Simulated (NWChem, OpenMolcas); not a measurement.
**How basis sets differ on CsCl (SMILES [Cl][Cs])**

CsCl: 2 atoms, total charge 0, spin state singlet. SMILES: `[Cl][Cs]`. The bond length is the measured one.

```xyz
2

Cl    0.0000    0.0000    0.0000
Cs    0.0000    0.0000    2.9063
```

Each level gives the dipole moment (D). The values are calculated.

```
                          level          kind     program  value (D)  CPU time
  HF/SBKJC-VDZ (core potential)  Hartree–Fock      NWChem      13.65    0.78 s
           HF/ANO-RCC-MB (DKH2)  Hartree–Fock  OpenMolcas      12.82     6.4 s
   HF/def2-SVP (core potential)  Hartree–Fock  OpenMolcas      10.54     2.1 s
                       HF/3-21G  Hartree–Fock      NWChem      13.37     2.7 s
  HF/def2-TZVP (core potential)  Hartree–Fock  OpenMolcas      10.85     3.1 s
 HF/def2-TZVPP (core potential)  Hartree–Fock      NWChem      10.82     5.2 s
HF/def2-QZVPPD (core potential)  Hartree–Fock  OpenMolcas      10.71      20 s
```

All-electron rows without a relativistic Hamiltonian named are non-relativistic, while core potentials hold scalar relativity, so basis and relativity change together. The values span 10.54 to 13.65 D. Sets without polarisation functions give poor dipoles. Without the sets that lack polarisation functions the rows with a basis span only 10.54 to 10.85 D. CPU times are rough (shared hosts, several kinds of processor): they show what a rung costs within a factor of a few.
